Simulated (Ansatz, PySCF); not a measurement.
Reaction (SMILES): C1CS1 + 3 [H][H] (H2) -> 2 C (CH4) + S (H2S)
Geometries: B3LYP-D3(BJ)/def2-TZVP minima from Ansatz (a program for electronic structure).

Quantity: energy of full hydrogenation (enthalpy at 298 K, with B3LYP-D3(BJ) rigid-rotor harmonic-oscillator terms from PySCF), in kcal/mol. Cores are frozen in the correlated levels unless marked. Spin-orbit coupling is left out. Non-relativistic. CBS marks a two-point X^-3 extrapolation of the correlation energy; Hartree-Fock from the larger set. [CCSD(T)-MP2]/basis is that difference in the basis named.

```
level                                                                 program  energy of full hydrogenation (kcal/mol)
-------------------------------------------------------------  --------------  ---------------------------------------
PBE-D4/def2-TZVPD                                              Ansatz + dftd4                                    -56.1
BLYP-D4/def2-TZVPD                                             Ansatz + dftd4                                      ___
revPBE-D4/def2-TZVPD                                           Ansatz + dftd4                                    -52.2
revPBE/def2-TZVPD                                                      Ansatz                                    -55.5
M06-L/def2-TZVPD                                                        PySCF                                    -64.7
B3LYP-D3(BJ)/def2-TZVPD                                        Ansatz + dftd3                                    -60.7
B3LYP-D4/def2-TZVPD                                            Ansatz + dftd4                                    -60.6
PBE0/def2-TZVP                                                         Ansatz                                    -60.9
TPSSh-D4/def2-TZVPD                                             PySCF + dftd4                                    -54.1
TPSSh/def2-TZVPD                                                        PySCF                                    -55.6
r2SCANh/def2-TZVPD                                                     Ansatz                                    -60.0
HSE06-D4/def2-TZVPD                                            Ansatz + dftd4                                    -60.3
SCS-MP2/cc-pV(D+d)Z                                                    Ansatz                                    -61.0
RI-MP2/CBS(cc-pV(T+d)Z,cc-pV(Q+d)Z)+[CCSD(T)-MP2]/cc-pV(T+d)Z          Ansatz                                      ___
```

**Question.** Complete the blanks.

**Answer.** 
- BLYP-D4/def2-TZVPD, energy of full hydrogenation (kcal/mol): -56.3
- RI-MP2/CBS(cc-pV(T+d)Z,cc-pV(Q+d)Z)+[CCSD(T)-MP2]/cc-pV(T+d)Z, energy of full hydrogenation (kcal/mol): -59.5
